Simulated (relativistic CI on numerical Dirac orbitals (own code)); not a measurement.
**Hyperfine structure of Fe XXV, mass number 57**

Computed by Dirac-Coulomb-Breit CI, separate exchange-only KLI orbitals for each configuration, model QED (radiative potential, 1s self-energy scaled to tabulated hydrogen-like ionisation energies), unscaled Slater integrals (own radial code, finite nucleus).

CI space: 1s2, 1s 2s, 1s 2p, 1s 3s, 1s 3p, 1s 3d, 1s 4s, 1s 4p, 1s 4d, 1s 4f, 1s 5s, 1s 5p, 1s 5d, 1s 5f, 1s 5g, 1s 6s, 1s 6p, 1s 6d. Levels of other configurations are missing.

Nuclear spin I = 1/2, μ = 0.09064 μN (tables of Stone and Pyykkö). The electronic factors are computed for point nuclear moments, without core polarisation or the Bohr-Weisskopf and QED corrections.

```tsv
Level	E (Ry)	A (GHz)
1s 2s 3S_1	487.676	476.1
1s 2p 3P°_1	489.960	376.7
1s 2p 3P°_2	491.042	217.3
1s 2p 1P°_1	492.402	-139.7
1s 3s 3S_1	577.831	440.8
1s 3p 3P°_1	578.464	371.6
1s 3p 3P°_2	578.786	214.4
1s 3d 3D_2	579.098	212.6
```

Levels with J = 0, under 50 % of one LS term, or S terms without an open s electron are left out. Small factors come from cancelling terms and can be off by tens of per cent or more.

At this charge energies of transitions that change n are usually good to better than 1 %, and those within a shell (Δn = 0) to a few per cent.

**Question.** Give the hyperfine levels of 1s 2s 3S_1 relative to its centre of gravity.

**Answer.** With K = F(F + 1) − I(I + 1) − J(J + 1), E = AK/2: F = 1/2: -476.1, F = 3/2: 238.1 GHz.

LS names give the leading component of a level, which can be under half, so a name can repeat, a term be missing and a line seem to break the LS rules.
